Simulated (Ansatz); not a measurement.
Ansatz (an electronic-structure program) job for F3Fe, SMILES [F][Fe+]([F])[F] (connectivity only; charge and spin as stated), charge +1, multiplicity 5, PBE0-D3(BJ)/def2-SVP. 

Ansatz 0.2 input:
```yaml
crystal:
  periodic: [false, false, false]
  atoms:
    - {symbol: Fe, position_ang: [0.00000000, -0.00000000, -0.21759742]}
    - {symbol: F, position_ang: [-0.00000000, -0.00000000, 1.50210484]}
    - {symbol: F, position_ang: [-0.00000000, 1.62924253, -0.43674503]}
    - {symbol: F, position_ang: [-0.00000000, -1.62924253, -0.43674503]}
basis:
  gaussian:
    orbitals: def2-SVP
hamiltonian:
  xc: pbe0
  dispersion: d3bj
total_charge: 1
magnetization: {spin_polarized: true, initial_magnetization: 4}
relax: {f_tol: 0.002, max_steps: 200}
```

It prints:

```
WARN ansatz: RAYON_NUM_THREADS=1 ignored (pool sized by the plan → 1); use --threads N
Functional definition: PBE0
integrals: 0.02 GiB planned
761 factors; integrals over basis functions are off by at most 4.3e-4 eV
mean field: 0.42 GiB planned
mean field evaluation 1: about -42492.3505 eV, gradient 5.8e1 eV
mean field evaluation 2: about -42285.7422 eV, gradient 2.4e2 eV
mean field evaluation 4: about -42501.9627 eV, gradient 1.1e1 eV
mean field evaluation 8: about -42502.4151 eV, gradient 5.1e-1 eV
mean field evaluation 16: about -42502.4999 eV, gradient 4.2e-3 eV
mean field -42502.49989436 eV, -1561.9380618886 hartree, gradient 4.2e-5 eV, S^2 6.064224; 0 other end points of the search recorded, 0 dependent functions left out
the calculation of the forces begins
reference -42502.49995306 eV, -1561.9380640457 hartree; 28, 24 occupied and 45, 49 virtual orbitals, 761 factors
relax step   1: F+E_penalty+E_count = -42502.53670680 eV  Δ(F+E_penalty+E_count) = +0.000e0 eV  max|allowed force component| = 2.765e0 eV/Å  Δτ_max = 0.0000 Å  (44 SCF iters, accepted)
these checks for a lower state are left out or cut short: starts, cluster_reference, orbital_swaps, neighbouring_geometries, increment
integrals: 0.02 GiB planned
761 factors; integrals over basis functions are off by at most 5.1e-4 eV
mean field: 0.42 GiB planned
mean field evaluation 32: about -42502.5783 eV, gradient 1.4e-5 eV
mean field -42502.57833322 eV, -1561.9409444635 hartree, gradient 1.5e-5 eV, S^2 6.060318; 0 other end points of the search recorded, 0 dependent functions left out
the calculation of the forces begins
reference -42502.57839213 eV, -1561.9409466284 hartree; 28, 24 occupied and 45, 49 virtual orbitals, 761 factors
relax step   2: F+E_penalty+E_count = -42502.61512709 eV  Δ(F+E_penalty+E_count) = -7.842e-2 eV  max|allowed force component| = 1.912e0 eV/Å  Δτ_max = 0.0254 Å  (49 SCF iters, accepted)
these checks for a lower state are left out or cut short: starts, cluster_reference, orbital_swaps, neighbouring_geometries, increment
integrals: 0.02 GiB planned
761 factors; integrals over basis functions are off by at most 8.1e-4 eV
mean field: 0.42 GiB planned
mean field -42502.64906931 eV, -1561.9435439668 hartree, gradient 2.2e-5 eV, S^2 6.053739; 0 other end points of the search recorded, 0 dependent functions left out
the calculation of the forces begins
reference -42502.64912921 eV, -1561.9435461680 hartree; 28, 24 occupied and 45, 49 virtual orbitals, 761 factors
relax step   3: F+E_penalty+E_count = -42502.68585198 eV  Δ(F+E_penalty+E_count) = -7.072e-2 eV  max|allowed force component| = 9.151e-1 eV/Å  Δτ_max = 0.0783 Å  (51 SCF iters, accepted)
these checks for a lower state are left out or cut short: starts, cluster_reference, orbital_swaps, neighbouring_geometries, increment
integrals: 0.02 GiB planned
761 factors; integrals over basis functions are off by at most 6.9e-4 eV
mean field: 0.42 GiB planned
mean field -42502.66493436 eV, -1561.9441269967 hartree, gradient 1.3e-5 eV, S^2 6.059590; 0 other end points of the search recorded, 0 dependent functions left out
the calculation of the forces begins
reference -42502.66499432 eV, -1561.9441292002 hartree; 28, 24 occupied and 45, 49 virtual orbitals, 761 factors
relax step   4: F+E_penalty+E_count = -42502.70166941 eV  Δ(F+E_penalty+E_count) = -1.582e-2 eV  max|allowed force component| = 6.540e-2 eV/Å  Δτ_max = 0.0379 Å  (48 SCF iters, accepted)
these checks for a lower state are left out or cut short: starts, cluster_reference, orbital_swaps, neighbouring_geometries, increment
integrals: 0.02 GiB planned
761 factors; integrals over basis functions are off by at most 6.9e-4 eV
mean field: 0.42 GiB planned
mean field -42502.66492239 eV, -1561.9441265567 hartree, gradient 1.2e-5 eV, S^2 6.059246; 0 other end points of the search recorded, 0 dependent functions left out
the calculation of the forces begins
reference -42502.66498245 eV, -1561.9441287638 hartree; 28, 24 occupied and 45, 49 virtual orbitals, 761 factors
relax step   5: F+E_penalty+E_count = -42502.70166649 eV  Δ(F+E_penalty+E_count) = +2.918e-6 eV  max|allowed force component| = 5.428e-2 eV/Å  Δτ_max = 0.0077 Å  (39 SCF iters, rejected (line search))
these checks for a lower state are left out or cut short: starts, cluster_reference, orbital_swaps, neighbouring_geometries, increment
integrals: 0.02 GiB planned
761 factors; integrals over basis functions are off by at most 6.9e-4 eV
mean field: 0.42 GiB planned
mean field evaluation 64: about -42502.6651 eV, gradient 1.3e-5 eV
mean field -42502.66510574 eV, -1561.9441332949 hartree, gradient 1.3e-5 eV, S^2 6.059489; 0 other end points of the search recorded, 0 dependent functions left out
the calculation of the forces begins
reference -42502.66516574 eV, -1561.9441354996 hartree; 28, 24 occupied and 45, 49 virtual orbitals, 761 factors
relax step   6: F+E_penalty+E_count = -42502.70184573 eV  Δ(F+E_penalty+E_count) = -1.763e-4 eV  max|allowed force component| = 4.795e-4 eV/Å  Δτ_max = 0.0033 Å  (37 SCF iters, accepted)
integrals: 0.02 GiB planned
761 factors; integrals over basis functions are off by at most 6.9e-4 eV
mean field: 0.42 GiB planned
mean field -42502.66510574 eV, -1561.9441332949 hartree, gradient 1.3e-5 eV, S^2 6.059489; 3 other end points of the search recorded, 0 dependent functions left out
the calculation of the forces begins
reference -42502.66516574 eV, -1561.9441354996 hartree; 28, 24 occupied and 45, 49 virtual orbitals, 761 factors
Total energy: -42502.70190572 eV, -1561.9454856693 hartree
Atom 0 at     0.000004    -0.000000    -0.098548 Å, force    -0.000000     0.000000    -0.000374 eV/Å
Atom 1 at    -0.000000     0.000000     1.548091 Å, force     0.000000    -0.000000     0.000479 eV/Å
Atom 2 at    -0.000002     1.605203    -0.519263 Å, force     0.000000    -0.000400    -0.000053 eV/Å
Atom 3 at    -0.000002    -1.605203    -0.519263 Å, force     0.000000     0.000400    -0.000053 eV/Å
Dipole moment:    -0.000000     0.000000    -0.265591 e Å
```

Self-consistency was reached.

Cost: very roughly 15 core-seconds.
